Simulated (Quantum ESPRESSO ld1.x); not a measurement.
ld1.x (Quantum ESPRESSO 7.5) input

```
 &input
    zed=65.0,
    iswitch=1,
    rel=1,
    dft='PZ',
    config='[Xe] 4f8',
    prefix='ld1',
    max_out_wfc=37,
    file_charge='ld1.rho',
 /
```

Output (excerpt):

```
     Program LD1 v.7.5 starts

     --------------------------- All-electron run ----------------------------

     scalar relativistic calculation

     atomic number is 65.00
     dft =PZ   lsd =0 sic =0 latt =0  beta=0.20 tr2=1.0E-14
     Exchange-correlation= PZ
                           (   1   1   0   0   0   0   0)
     mesh =2099 r(mesh) = 100.44524 a.u. xmin = -8.00 dx = 0.00800
     1 Ry =  13.60569312 eV, c = 137.03599908

     n l     nl                  e(Ry)          e(Ha)          e(eV)
     1 0     1S 1( 2.00)     -3810.6020     -1905.3010    -51845.8816
     2 0     2S 1( 2.00)      -633.7546      -316.8773     -8622.6701
     2 1     2P 1( 6.00)      -563.6380      -281.8190     -7668.6863
     3 0     3S 1( 2.00)      -142.4278       -71.2139     -1937.8295
     3 1     3P 1( 6.00)      -120.8066       -60.4033     -1643.6569
     4 0     4S 1( 2.00)       -30.0926       -15.0463      -409.4308
     4 1     4P 1( 6.00)       -22.9610       -11.4805      -312.4004
     3 2     3D 1(10.00)       -92.5758       -46.2879     -1259.5581
     5 0     5S 1( 2.00)        -5.6410        -2.8205       -76.7491
     5 1     5P 1( 6.00)        -3.8936        -1.9468       -52.9748
     4 2     4D 1(10.00)       -13.1696        -6.5848      -179.1821
     4 3     4F 1( 8.00)        -2.5402        -1.2701       -34.5607

     final scf error:  4.8E-15 reached in  34 iterations

     Etot =  -23399.223411 Ry,  -11699.611705 Ha, -318362.653040 eV

     Ekin =   25181.214076 Ry,   12590.607038 Ha,  342607.871187 eV
     Encl =  -57056.481992 Ry,  -28528.240996 Ha, -776292.984655 eV
     Eh   =    8970.251218 Ry,    4485.125609 Ha,  122046.485311 eV
     Exc  =    -494.206714 Ry,    -247.103357 Ha,   -6724.024883 eV
```

Run on one thread of a shared host, so times are rough (Intel(R) Xeon(R) Processor @ 2.60GHz): 0.72 s of CPU time, 1.4 s wall, 34 iterations on 2099 mesh points.
